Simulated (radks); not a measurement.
Results of a calculation; reference values are marked as such.
Zr2+, configuration [Kr] 4d1.5 5p0.5 (fractional occupations, a model configuration). Code: a radial shooting solver on a logarithmic mesh with Libxc functionals. Model: Dirac Kohn-Sham, LDA (Slater exchange, Perdew-Wang correlation), spin-unpolarised, spherical densities, finite nucleus; open shells fill j = l - 1/2 first; Fermi nuclear charge, rms radius 4.2694 fm.

X-ray form factor f0, the Fourier transform of the density (f0(0) = 38):

| sin(theta)/lambda (1/angstrom) | f0 (electrons) |
|---|---|
| 0.05 | 37.383 |
| 0.1 | 35.789 |
| 0.15 | 33.700 |
| 0.2 | 31.457 |
| 0.25 | 29.239 |
| 0.3 | 27.158 |
| 0.4 | 23.615 |
| 0.5 | 20.875 |
| 0.6 | 18.666 |
| 0.8 | 14.977 |
| 1 | 11.886 |
| 1.25 | 9.031 |
| 1.5 | 7.263 |
| 2 | 5.564 |
